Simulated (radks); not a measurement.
Species: Gd IX. Configuration: [Kr] 4d10 4f4 5s1 5p5 (not the ground configuration).

All-electron calculation, scalar-relativistic Kohn-Sham, PBEsol, spin-polarised, spherical densities, finite nucleus; open shells are filled with parallel spins first (spin-orbit coupling, left out, can overturn this in heavy ions); Fermi nuclear charge, rms radius 5.1569 fm. Program: a radial shooting solver on a logarithmic mesh with Libxc functionals.

Energy parts (hartree):
part                       energy
total                 -11248.4160
kinetic                12077.4920
electron-nucleus      -27162.6853
Hartree                 4076.6111
exchange-correlation    -239.8337

Orbitals (lengths in bohr, moments of r in powers of bohr; <r^-3> diverges for s and p1/2; r(max) is where P^2 peaks; r(90%) holds 90 % of the orbital's charge):
orbital	occ.	eigenvalue (hartree)	<r^2>	r(max)	r(90%)	<r^-3>
1s up	1	-1845.229	0.0006553	0.01392	0.0396	-
1s down	1	-1845.220	0.0006553	0.01392	0.0396	-
2s up	1	-308.9598	0.01028	0.07904	0.144	-
2s down	1	-308.9522	0.01028	0.07904	0.144	-
2p up	3	-275.5584	0.008287	0.06396	0.134	11420
2p down	3	-275.5501	0.008287	0.06396	0.134	11420
3s up	1	-72.57791	0.06835	0.2244	0.359	-
3s down	1	-72.49692	0.06825	0.2243	0.358	-
3p up	3	-62.22831	0.06851	0.2202	0.364	2392
3p down	3	-62.14729	0.06840	0.2201	0.363	2397
3d up	5	-48.53708	0.05757	0.1802	0.345	322.6
3d down	5	-48.47315	0.05744	0.1801	0.344	323.2
4s up	1	-18.65345	0.3394	0.5139	0.786	-
4s down	1	-18.48092	0.3393	0.5140	0.786	-
4p up	3	-15.20578	0.3800	0.5355	0.839	550.2
4p down	3	-15.03446	0.3798	0.5355	0.838	549.2
4d up	5	-10.42846	0.4446	0.5535	0.926	63.50
4d down	5	-10.25581	0.4442	0.5534	0.925	63.41
4f up	4	-5.16550	0.6083	0.5387	1.14	10.34
4f down	0	-4.98632	0.6125	0.5392	1.15	10.34
5s up	1	-6.03055	1.589	1.126	1.68	-
5s down	0	-5.86759	1.614	1.130	1.70	-
5p up	3	-4.99998	1.916	1.228	1.85	114.9
5p down	2	-4.85354	1.961	1.237	1.88	111.1

The highest occupied level is 5p down at -132.07 eV. The configuration is held as typed, so some empty levels lie below it. Spin moment in Bohr magnetons: 6. The spin density at the nucleus is 399.8 e/bohr^3 (1s 0.6, 2s -0.3, 3s -12.0, 4s 3.2, 5s 408.4). The electron density at the nucleus is 6.571e+05 e/bohr^3 (large components only).
